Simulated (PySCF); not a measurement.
Ne+: ionisation energy

Ne+ [He] 2s2 2p5 (2P) → Ne(2+) [He] 2s2 2p4 (3P), as a difference of total energies. Computed with PySCF 2.14 in aug-cc-pVQZ with one added diffuse shell each of s, p, d, f, g type (7s6p5d4f3g, 105 functions), with no relativity, point nucleus. Correlated levels: valence: 1s2 frozen. The calculations carry no spin-orbit coupling.

```
           method  ionisation energy (eV)
              UHF                  39.268
              LDA                  41.442
              PBE                  41.143
             PBE0                  41.006
           r2SCAN                  41.133
           revPBE                  41.028
           M06-2X                  41.035
        BHandHLYP                  40.930
          r2SCAN0                  40.991
    MP2 (valence)                  40.890
SCS-MP2 (valence)                  40.904
```

How much does correlation contribute at MP2 (valence)?

40.890 − (39.268) = 1.622 eV, measured against UHF.

Errors of the correlated levels include the incompleteness of this basis and the frozen core.

For comparison: 40.963 eV (measured; NIST Atomic Spectra Database, ionization energies).
